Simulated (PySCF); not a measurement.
These 2 structures share the formula C10H6. The calculation used PySCF 2.14.0, PBE0-D3(BJ)/def2-SVP geometry optimisation, gas phase. Energies are electronic, without zero-point or thermal terms, for one conformer each. No frequencies were run at this level. Point groups hold within 0.08 Å.

Question: Rank from lowest to highest electronic energy at this level (kJ/mol).
A. `C#CC1=CC=CC1=C1C=C1`
B. `C1(C#C)=CC(=C2C=C2)C=C1`

Answer: A (0.0), B (9.5).

Neighbours under 10 kJ/mol apart (C#CC1=CC=CC1=C1C=C1 and C#CC1=CC(=C2C=C2)C=C1) can change places with a better method, another conformer or zero-point energy.

```
               SMILES      E (Eh)  E rel (kJ/mol)  dipole (D)  point group       A, B, C (MHz)
  C#CC1=CC=CC1=C1C=C1  -383.75210             0.0        4.82           Cs   1822, 1417, 797.2
C#CC1=CC(=C2C=C2)C=C1  -383.74849             9.5        5.99           Cs  4662, 710.0, 616.2
```

***

These 2 structures share the formula FGeH5OSi. The calculation used PBE0-D3(BJ)/def2-SVP geometry optimisation, gas phase (PySCF 2.14.0). One conformer each; no zero-point energy, no entropy. No frequencies were run at this level. Point groups hold within 0.08 Å.

**Question.** Order them by energy at this level, lowest first, and give relative energies in kJ/mol.
A. `[F:1][GeH2:2][O:3][SiH3:4]` with F1–Ge2–O3–Si4 44°
B. `[F:1][SiH2:2][O:3][GeH3:4]` with F1–Si2–O3–Ge4 6°

**Answer.** B (0.0), A (68.3).

As drawn, the lower has an Si–F bond, which the higher lacks.

```tsv
SMILES	E (Eh)	E rel (kJ/mol)	dipole (D)	point group	A, B, C (MHz)
F[SiH2][O][GeH3]	-2543.62494	0.0	1.27	near Cs	9393, 1562, 1386
[F][GeH2][O][SiH3]	-2543.59894	68.3	1.65	C1	8010, 1860, 1590
```
